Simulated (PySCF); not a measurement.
Problem. What does the PBE0-D3(BJ)/def2-SVP structure of `FB(F)c1ccc(Br)cc1` look like in three dimensions?

Solution. 
```xyz
14
C6H4BBrF2 angstrom
F     -3.1468   -1.0595   -0.3759
B     -2.3987    0.0148   -0.5561
F     -2.9958    1.0834   -1.0543
C     -0.8928    0.0104   -0.2037
C     -0.1013    1.1537   -0.3931
C      1.2545    1.1492   -0.0843
C      1.8288   -0.0181    0.4218
Br     3.6663   -0.0433    0.8330
C      1.0672   -1.1696    0.6264
C     -0.2870   -1.1454    0.3129
H     -0.5557    2.0641   -0.7920
H      1.8674    2.0394   -0.2343
H      1.5353   -2.0713    1.0243
H     -0.8883   -2.0447    0.4689
```

Orientation and origin are arbitrary. Atoms count from 1 in this order. The 6-membered ring C4–C5–C6–C7–C9–C10 has internal angles of 118.5° to 121.2°; it is planar, 0.00 Å rms from its mean plane, widest ring torsion 0°. B2 (three-coordinate boron) is planar (angles 121.9°, 121.2° and 116.9°, sum 360.0°, 0.00 Å off the plane of its three neighbours). The 10 heavy atoms lie in one plane (0.008 Å rms). Of the pairs four or more bonds apart, F1···H14 is among the closest relative to their van der Waals radii: 2.60 Å, 98 % of the sum of Bondi's values.

Bonds between heavy atoms (Å): F1–B2 1.321, B2–F3 1.322, B2–C4 1.547, C4–C5 1.403, C5–C6 1.391, C6–C7 1.396, C7–Br8 1.883, C7–C9 1.396, C9–C10 1.390, C4–C10 1.403.

Computed, not measured: PBE0-D3(BJ)/def2-SVP geometry optimisation, gas phase in PySCF.

Point group: C2v (every atom within 0.08 Å of its image). Stationary, but not proved a minimum.
